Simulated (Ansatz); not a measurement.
Geometry optimisation, Ansatz 0.2.0, RKS PBE0-D4/def2-TZVP.

The input (input.yaml):

```yaml
crystal:
  periodic: [false, false, false]
  atoms:
    - { symbol: B, position_ang: [-0.56956, 1.16578, 0.10133] }
    - { symbol: Si, position_ang: [0.05081, -0.57148, -0.03807] }
    - { symbol: O, position_ang: [1.36448, -1.35746, 0.11565] }
    - { symbol: F, position_ang: [-1.01185, -1.41748, -1.12] }
    - { symbol: H, position_ang: [-0.46308, 2.08451, -0.66114] }
total_charge: -1
basis:
  gaussian: { orbitals: def2-TZVP }
hamiltonian:
  xc: pbe0
  dispersion: d4
relax:
  f_tol: 0.015
  max_steps: 40
```

Command:

```bash
$ ansatz run input.yaml --threads 2 --pin off --max-ram 3072MiB --backend cpu --events-out ev --progress --plain --runs-dir out
```

Q: Where does it end, and by what steps?

A: The run converged. Limits of this set-up: an anion without diffuse functions, the dipole of an ion depends on the origin. After 9 steps the energy has fallen by 0.572 eV; Si2 moved furthest, 0.30 Å.

| step | energy less start (eV) | largest force component (eV/Å) | accepted |
| --- | --- | --- | --- |
| 0 | 0.0000 | 3.233 | yes |
| 1 | -0.3956 | 2.586 | yes |
| 2 | -0.4044 | 1.668 | yes |
| 3 | -0.4867 | 1.337 | yes |
| 4 | -0.5629 | 0.393 | yes |
| 5 | -0.5677 | 0.254 | yes |
| 6 | -0.5710 | 0.142 | yes |
| 7 | -0.5719 | 0.038 | yes |
| 8 | -0.5712 | 0.080 | no |
| 9 | -0.5722 | 0.012 | yes |

```xyz
5
Properties=species:S:1:pos:R:3
B -0.597 1.160 0.084
Si 0.139 -0.577 -0.324
O 1.331 -1.370 0.241
F -1.039 -1.467 -1.024
H -0.462 2.158 -0.580
```

Whether the end is a true minimum wasn't checked by a vibrational analysis.

Time of the run: 24 s on 2 threads of Arm Neoverse V1, on a shared host, peak memory 0.22 GiB.
